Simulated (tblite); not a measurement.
Species: C5H7F5Si.
Atom-mapped SMILES: `[F:1][C:2]([F:3])([F:4])[C:5]([F:6])([F:7])[CH:8]1[CH2:9][SiH2:10][CH2:11]1` (hydrogens: H12 on C8; H13, H14 on C9; H15, H16 on Si10; H17, H18 on C11)

The geometry is computed with GFN2-xTB (gas phase).

(1) What internal coordinates does the optimisation give?

## Answers

(1) 
| bond | length (Å) |
| --- | --- |
| F1–C2, C2–F3, C2–F4 | 1.335 |
| C2–C5 | 1.550 |
| C5–F6, C5–F7 | 1.359 |
| C5–C8 | 1.519 |
| C8–C9, C8–C11 | 1.541 |
| C9–Si10, Si10–C11 | 1.916 |
| C8–H12 | 1.092 |
| C9–H13, C11–H18 | 1.088 |
| C9–H14, C11–H17 | 1.086 |
| Si10–H15 | 1.461 |
| Si10–H16 | 1.458 |

Bonds in one row agree within 0.01 Å and their mean is given. A selection of angles:
| angle | degrees |
| --- | --- |
| F1–C2–F3 | 107.4 |
| F1–C2–C5 | 111.7 |
| C2–C5–F6 | 107.4 |
| C2–C5–C8 | 113.7 |
| F6–C5–F7 | 105.6 |
| F6–C5–C8 | 111.9 |
| C5–C8–C9 | 113.0 |
| C9–C8–C11 | 100.0 |
| C8–C9–Si10 | 90.7 |
| C9–Si10–C11 | 76.0 |

Dihedral angles: F1–C2–C5–F6 -56° (synclinal); C2–C5–C8–C9 179° (antiperiplanar); C5–C8–C9–Si10 136° (anticlinal); C8–C9–Si10–C11 -11° (synperiplanar); C9–Si10–C11–C8 11° (synperiplanar); C5–C8–C11–Si10 -135° (anticlinal). The mirror-image conformer, all signs reversed, is as good.

Of the pairs four or more bonds apart, F1···C11 is among the closest relative to their van der Waals radii: 2.97 Å, 94 % of the sum of Bondi's values. The C–F distances run from 1.331 Å (C2–F3, drawn single) to 1.360 Å (C5–F7, drawn single), a spread of 0.029 Å. Si10 (SiH2 silicon) has angles from 76.0° to 117.3°. The 4-membered ring C8–C9–Si10–C11 has internal angles of 76.0° to 100.0° (sum 357°, against 360° for a flat polygon); it is puckered, 0.09 Å rms from its mean plane, widest ring torsion 14°. The C–C distances run from 1.519 Å (C5–C8, drawn single) to 1.550 Å (C2–C5, drawn single), a spread of 0.031 Å.

Point group: C1 (no symmetry element, even within 0.4 Å). Its GFN2-xTB frequencies are all real (lowest 29 cm⁻¹). One conformer, not necessarily the lowest. 3 starts were optimised and ended at 0.00, 0.35 and 1.66 kcal/mol (GFN2-xTB); the lowest of these is shown.
